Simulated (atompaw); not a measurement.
**Reading a pseudo-wave (Pr (Z = 59))**

Columns: radius, all-electron u(r) and pseudo u(r) of the 5d shell (level -4.57 eV) of praseodymium in the configuration [Kr] 4d10 4f3 5s2 5p6 5d0 6s1.5 6p0; PBE, scalar-relativistic, PAW (atompaw) scheme, atompaw 4.2.0.5.

```
r (bohr)  all-electron  pseudo
   0.115        0.1412  0.0004
   0.231        0.0985  0.0030
   0.346       -0.0935  0.0099
   0.462       -0.2259  0.0228
   0.577       -0.2502  0.0428
   0.692       -0.1947  0.0706
   0.808       -0.0957  0.1064
   0.923        0.0177  0.1490
   1.038        0.1298  0.1974
   1.154        0.2332  0.2504
   1.269        0.3223  0.3051
   1.385        0.3976  0.3602
   1.500        0.4580  0.4124
   1.615        0.5054  0.4604
   1.731        0.5415  0.5027
   1.846        0.5672  0.5374
   1.962        0.5845  0.5643
   2.077        0.5945  0.5828
   2.192        0.5987  0.5935
   2.308        0.5982  0.5973
   2.423        0.5940  0.5951
   2.538        0.5868  0.5884
   2.654        0.5772  0.5784
   2.769        0.5658  0.5664
   2.885        0.5530  0.5532
   3.000        0.5394  0.5394
```

Problem. How many radial nodes do the two functions have?

Solution. The all-electron 5d function has n − l − 1 = 2; the pseudo-wave has 0, since the states of the same l below it are removed with the core.

Problem. Is the pseudo-wave norm-conserving?

Solution. No, it belongs to a PAW set: the norm inside the radius is not constrained, and the difference is carried by the augmentation charge.
